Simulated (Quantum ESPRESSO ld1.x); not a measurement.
Question: N II, configuration [He] 2s2 2p2 (the NIST ground configuration). Calculated with ld1.x of Quantum ESPRESSO 7.5: Dirac Kohn-Sham, PW91, spin-unpolarised, spherical densities, point nucleus; open shells fill j = l - 1/2 first. Some entries of the table are withheld. Estimate them.

| orbital | occ. | eigenvalue (hartree) | r(max) (bohr) | <r^2> (bohr^2) |
|---|---|---|---|---|
| 1s1/2 | 2 | -14.7748 | 0.149 | 0.07133 |
| 2s1/2 | 2 | (1) | 0.990 | (2) |
| 2p1/2 | 2 | (3) | (4) | 2.060 |
| 2p3/2 | 0 | (5) | (6) | 2.063 |

Answer: 
(1) 2s1/2 eigenvalue (hartree): -1.1950
(2) 2s1/2 <r^2> (bohr^2): 1.854
(3) 2p1/2 eigenvalue (hartree): -0.7640
(4) 2p1/2 r(max) (bohr): 0.914
(5) 2p3/2 eigenvalue (hartree): -0.7631
(6) 2p3/2 r(max) (bohr): 0.914
